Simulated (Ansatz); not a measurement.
Geometry optimisation, RHF/def2-SVP (Ansatz 0.2.0).

Input file:

```yaml
crystal:
  periodic: [false, false, false]
  atoms:
    - { symbol: Al, position_ang: [0.0, 0.0, 0.0] }
    - { symbol: F, position_ang: [0.0, 0.0, 2.04] }
    - { symbol: "N", position_ang: [1.6627, 0.0, -0.96] }
    - { symbol: H, position_ang: [2.1293, -0.9179, -1.2118] }
    - { symbol: H, position_ang: [2.1141, 0.9179, -1.2382] }
    - { symbol: "N", position_ang: [-1.6627, 0.0, -0.96] }
    - { symbol: H, position_ang: [-2.3316, -0.8164, -0.8614] }
    - { symbol: H, position_ang: [-1.9118, 0.8164, -1.5886] }
    - { symbol: H, position_ang: [0.0834, 1.7631, 0.5865] }
    - { symbol: H, position_ang: [0.0624, 1.3199, 1.5347] }
basis:
  gaussian: { orbitals: def2-SVP }
hamiltonian:
  xc: hf
relax:
  f_tol: 0.15
  max_steps: 25
  restrain:
    - { distance: [0, 8], at: 2.76, k: 30.0 }
    - { distance: [9, 1], at: 2.12, k: 30.0 }
    - { distance: [0, 1], at: 1.69, k: 30.0 }
    - { distance: [9, 8], at: 0.66, k: 30.0 }
```

Command:

```bash
$ ansatz run input.yaml --threads 1 --pin off --max-ram 2048MiB --backend cpu --events-out ev --progress --plain --runs-dir out
```

Problem. Where does it end, and by what steps?

Solution. The forces met the threshold. The restraints hold the end off the free minimum; the threshold counts their pulls, which the force column leaves out. Restrained pairs: Al1–H9 (1.86 → 2.76 Å), F2–H10 (1.41 → 2.13 Å), Al1–F2 (2.04 → 1.67 Å), H9–H10 (1.05 → 0.71 Å). After 17 steps the energy has fallen by 3.677 eV (the restraints' own energy left out); H5 moved furthest, 1.29 Å.

| step | energy less start (eV) | largest force component (eV/Å) | accepted |
| --- | --- | --- | --- |
| 0 | 0.0000 | 2.976 | yes |
| 1 | -1.0600 | 3.632 | yes |
| 2 | -1.8819 | 3.355 | yes |
| 3 | -2.7382 | 2.155 | yes |
| 4 | -3.2139 | 0.497 | yes |
| 5 | -3.3295 | 0.728 | yes |
| 6 | -3.4286 | 0.996 | yes |
| 7 | -3.4875 | 1.002 | yes |
| 8 | -3.5407 | 1.127 | yes |
| 9 | -3.5884 | 1.224 | yes |
| 10 | -3.6361 | 1.221 | yes |
| 11 | -3.6624 | 1.213 | yes |
| 12 | -3.6666 | 1.188 | no |
| 13 | -3.6657 | 1.215 | yes |
| 14 | -3.6760 | 1.219 | yes |
| 15 | -3.6905 | 0.792 | no |
| 16 | -3.6824 | 1.092 | yes |
| 17 | -3.6769 | 1.240 | yes |

```xyz
10
Properties=species:S:1:pos:R:3
Al 0.020 -0.144 -0.114
F 0.029 -0.269 1.556
N 1.578 -0.051 -0.928
H 1.736 -0.009 -1.916
H 2.454 -0.037 -0.441
N -1.546 -0.202 -0.916
H -2.412 -0.299 -0.422
H -1.718 -0.156 -1.901
H 0.003 2.393 0.977
H 0.003 1.857 1.445
```

The run took 33 s on 1 thread of Arm Neoverse V1, with other jobs on the host, peak memory 0.15 GiB.
